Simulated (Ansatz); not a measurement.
`C[NH][GeH2][NH2]` + H–F → `C[NH][GeH2][F]` + NH₃ at 500 K and 1 bar (ligand exchange at a Ge–N bond).

Isolated molecules relaxed with PBE0-D4/def2-TZVP in Ansatz; ΔE leaves out vibrations. CCSD(T)/CBS is the MP2 limit (def2-TZVPP, def2-QZVPP) plus CCSD(T) − MP2 in def2-TZVPP, frozen cores. This one scheme is used for every species. For Ge outer-core shells are correlated without core-valence functions, which leaves a few kJ/mol of doubt a bond. Scalar relativity is left out up to krypton. Each species was taken in one conformer, which may not be the lowest.

| species | CCSD(T)/CBS energy (Eh) | H − E (kJ/mol) | S (J/(mol·K)) |
| --- | --- | --- | --- |
| `C[NH][GeH2][NH2]` | -2228.39509 | 299.7 | 410.6 |
| H–F | -100.39570 | 39.4 | 188.7 |
| `C[NH][GeH2][F]` | -2272.30685 | 232.7 | 389.3 |
| NH₃ | -56.50880 | 108.2 | 211.8 |

H − E and S are ideal-gas, rigid-rotor, harmonic terms from PBE0-D4/def2-TZVP, for one conformer and one mirror image of each species. 1 Eh = 2625.50 kJ/mol, R = 8.31446 J/(mol·K).

Q: By hand: ΔE, ΔH, ΔS and ΔG.

A: ΔE = (-2272.30685) + (-56.50880) − (-2228.39509) − (-100.39570) = -0.02486 Eh = -65.3 kJ/mol. Δ(H − E) = 232.7 + 108.2 − 299.7 − 39.4 = 1.8, so ΔH = -63.5 kJ/mol. ΔS = 389.3 + 211.8 − 410.6 − 188.7 = 1.8 J/(mol·K). ΔG = -63.5 − 500 × (1.8)/1000 = -64.4 kJ/mol.

Q: By hand: the equilibrium constant, and the temperature at which ΔG would vanish if ΔH and ΔS stayed fixed.

A: log₁₀ K = −ΔG/(RT ln 10) = 6.7. ΔH and −TΔS have one sign here, so there is no such temperature. One of them is within its doubt of zero, so this could turn.

The number of gas molecules stays the same, so ΔS is small and ΔH decides. A doubt of 5 kJ/mol in ΔE shifts log₁₀ K by 0.5 here. Other conformers and mirror images would add mixing entropy, several J/(mol·K) or more a flexible species. These are equilibria of isolated gas molecules and say nothing of rates. Largest T1 diagnostic: 0.011 (customary marks: 0.02 for closed shells, 0.045 for open ones).
